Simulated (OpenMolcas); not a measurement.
**Tc3+: moving or changing the point charges**

Tc3+ among 8 point charges of -1.2 e arranged as a cube (Oh), 2.08 Å from the ion.
```
   1.2009    1.2009    1.2009  -1.20
   1.2009    1.2009   -1.2009  -1.20
   1.2009   -1.2009    1.2009  -1.20
   1.2009   -1.2009   -1.2009  -1.20
  -1.2009    1.2009    1.2009  -1.20
  -1.2009    1.2009   -1.2009  -1.20
  -1.2009   -1.2009    1.2009  -1.20
  -1.2009   -1.2009   -1.2009  -1.20
```

```
Program             : OpenMolcas 26.06
Method              : SS-CASPT2, IPEA 0.25 Eh, imaginary shift 0.1 Eh (closed shells correlated: 4s 4p)
Basis               : ANO-RCC-VTZP [7s6p4d2f1g]
Scalar Hamiltonian  : DKH2, point nucleus
Active space        : 4 electrons in 5 orbitals (4d)
State averaging     : 2S+1 = 5 even, 5 roots; 2S+1 = 3 even, 45 roots; 2S+1 = 1 even, 50 roots
Spin-orbit coupling : state interaction with AMFI integrals over the reference wave functions
```

Runs around this geometry, states (labels of O, the rotations of Oh). Energies in cm-1 above the lowest state or level, χT in cm3 K/mol; under a threefold ground state the first gap can be a small split of the lowest multiplet, not the spin-orbit step.

```tsv
R (Å)	q (e)	Ground state	First state of that spin	First gap with spin-orbit (degeneracies)	χT at 300 K	First state of another spin
2.08	-0.6	5T2	5E 2860	250 (1, 3)	1.262	3T1 14560
1.92	-1.2	5T2	5E 8100	200 (1, 3)	1.584	3T1 9360
2.08	-1.2	5T2	5E 5500	210 (1, 3)	1.507	3T1 12250
2.17	-1.2	5T2	5E 4500	220 (1, 3)	1.445	3T1 13520
```

Taking the first state of the same spin as R^-n, n = -ln(4500 / 8100) / ln(2.17 / 1.92) = 4.8 between the shortest and longest distance.

Scaling the charges by -0.6 / -1.2 = 0.50 scales the first state of the same spin by 2860 / 5500 = 0.52; with fixed orbitals a first-order splitting would follow the charge.

Roots that are degenerate in the reference are averaged as groups; the widest CASPT2 spread within a group is 460 cm-1 (the 3-fold group of multiplicity 3 near 39400 cm-1 above the lowest state of its run, R = 2.08, q = -1.2). Shifts and gaps below about the spread of the groups concerned are not significant. An orbital triplet at a regular site is open to Jahn-Teller coupling, which can distort the site and quench the lowest spin-orbit gaps and is left out. Point charges give a weaker field than real ligands, and real ions of this kind are as a rule low spin; the high spin found here belongs to the model. Free-ion shares, where given, are those of the reference states; single-state CASPT2 does not remix them. The ground term spreads over less than 5000 cm-1, several times less than with real ligands, so orbital moments are less quenched and χT lies further from the spin-only value than at real sites (holds for R = 2.08, q = -0.6; R = 2.17, q = -1.2). This is an electrostatic model: the charges have no orbitals. No measured value stands beside these numbers.
